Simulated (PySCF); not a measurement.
Work out the structure from these simulated measurements.

Formula: C6H6FNO.

- 13C NMR: chemical shifts (computed TMS as zero) by class: 181.3 (1 C), 162.3 (1 C), 106.7 (1 C), 99.0 (1 C), 78.8 (1 C), 26.3 (1 C) ppm [GIAO PBE0/pcSseg-1]
- UV, strongest line: among the 8 lowest singlet transitions: S3 at 5.90 eV (210 nm, f = 0.239) [TDDFT CAM-B3LYP/def2-SVPD]
- Triplet: lowest triplet excitation (Tamm–Dancoff): 3.34 eV [TDA CAM-B3LYP/def2-SVPD]
- UV, first state: lowest singlet excitation: 4.96 eV (250 nm, f = 0.000) [TDDFT CAM-B3LYP/def2-SVPD]
- 1H NMR: chemical shifts (computed TMS as zero) by class: 8.28 (1 H), 6.04 (1 H), 3.29 (1 H), 3.21 (3 H) ppm [GIAO PBE0/pcSseg-1]
- Polarisability: 83.9 au [CAM-B3LYP/def2-SVPD]
- Dipole: 3.36 D [CAM-B3LYP/def2-SVPD]
- Rotational structure: rotational constants A, B, C: 2.606, 1.133, 0.794 GHz [GFN2-xTB]
- NMR, other nuclei: isotropic shieldings of nuclei other than C and H, by class: 146 (1 N), -13 (1 O), 269 (1 F) ppm [GIAO PBE0/pcSseg-1]

Gas-phase values; electronic properties from PySCF, density fitting. Levels stand in brackets. The structure is a single GFN2-xTB conformer in the gas phase; no vibrational or solvent corrections. NMR classes are plain means over equivalent atoms (diastereotopic ones count apart unless rotation or inversion swaps them), as if these changed places fast.

Question: What is the compound? Reason from the data.

Answer: Numbering: `[CH:1]#[C:2]/[C:3](=[CH:4]\[F:5])[C:6](=[O:7])[NH:8][CH3:9]`. Its formula, C6H6FNO, gives 4 degrees of unsaturation: 0 rings and 4 π bonds in the structure found. 6 carbons fall into 6 classes; from least to most shielded: vinylic C–F carbon [C4] (181.3 ppm), amide carbonyl carbon [C6] (162.3 ppm), fully substituted alkene carbon [C3] (106.7 ppm), terminal alkyne carbon [C1] (99.0 ppm), alkyne carbon [C2] (78.8 ppm), N-methyl carbon [C9] (26.3 ppm). Hydrogen classes from least to most shielded: 1 H on a vinylic C–F carbon, C4 (8.28 ppm), 1 H on an amide nitrogen, N8 (6.04 ppm), 1 H on a terminal alkyne carbon, C1 (3.29 ppm), 3 H on an N-methyl carbon, C9 (3.21 ppm, a mean of values up to 1.9 ppm apart in this geometry). The other shieldings belong to: 146 ppm, amide nitrogen [N8]; -13 ppm, amide oxygen [O7]; 269 ppm, vinyl fluorine [F5]. S1 is mainly HOMO−2→LUMO (weight 0.90); the largest Löwdin shares of the orbital it empties are 0.58 on the amide oxygen, 0.09 on the amide carbonyl carbon, 0.08 on the terminal alkyne carbon and 0.07 on the alkyne carbon, of the orbital it fills 0.31 on the vinylic C–F carbon, 0.17 on the fully substituted alkene carbon, 0.10 on the terminal alkyne carbon and 0.09 on the vinyl fluorine. The optimised geometry has point group Cs and is an asymmetric top. Structure: `C#C/C(C(=O)NC)=C\F`. Computed isomers that give other values at the same levels: `O=CNC1=CCC(F)=C1` (13C chemical shifts (computed TMS as zero) by class: 182.5 (1 C), 159.2 (1 C), 141.3 (1 C), 109.8 (1 C), 109.0 (1 C), 40.9 (1 C) ppm); `Cc1c(F)ccc[n+]1[O-]` (rotational constant A: 2.381 GHz; this holds for the one conformer computed); `CO/C=C1/C[C@]1(F)C#N` (13C chemical shifts (computed TMS as zero) by class: 152.0 (1 C), 122.5 (1 C), 98.5 (1 C), 64.5 (1 C), 58.3 (1 C), 21.6 (1 C) ppm). The assignments are read from this structure; whether some other isomer fits the data as well wasn't checked.

Conformer computed: `[CH:1]#[C:2]/[C:3](=[CH:4]\[F:5])[C:6](=[O:7])[NH:8][CH3:9]`: C2–C3–C6–O7 180°, C3–C6–N8–C9 180°.
